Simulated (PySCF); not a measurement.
CH5AlSe, SMILES [CH3][AlH][SeH]. Atoms are numbered in the order given.

```xyz
8

Al    -0.6589    -1.0620     0.0000
H     -2.2318    -1.2489     0.0000
C      0.6180    -2.5346     0.0000
H      0.4740    -3.1797     0.8844
H      0.4740    -3.1797    -0.8844
H      1.6651    -2.1920     0.0000
Se     0.1661     1.0917     0.0000
H     -1.1699     1.6964     0.0000
```

Geometry: ωB97X-D3(BJ)/def2-SVP. One conformer was computed; it need not be the lowest.

Level of theory: PySCF with HF/pcSseg-1.

GIAO shieldings, no solvent; atoms alike by connectivity are averaged. δ = σ(ref) − σ: ¹H against TMS (σ = 31.99 ppm); ¹³C against TMS (σ = 192.6 ppm); ⁷⁷Se against Me2Se (σ = 1942.8 ppm), references at their B3LYP-D3(BJ)/def2-TZVP geometries, non-relativistic.

```json
[
 {"atoms": "H2", "nucleus": "¹H", "count": "1", "δ (ppm)": "5.15"},
 {"atoms": "H8", "nucleus": "¹H", "count": "1", "δ (ppm)": "?"},
 {"atoms": "H4, H5, H6", "nucleus": "¹H", "count": "3", "δ (ppm)": "0.29"},
 {"atoms": "C3", "nucleus": "¹³C", "count": "1", "δ (ppm)": "?"},
 {"atoms": "Se7", "nucleus": "⁷⁷Se", "count": "1", "δ (ppm)": "-242.1"}
]
```

Question: Complete the blanks. (Estimate from the structure and the level; the computed values follow.)

Answer: 
- C3, δ (ppm): -5.3
- H8, δ (ppm): 1.37
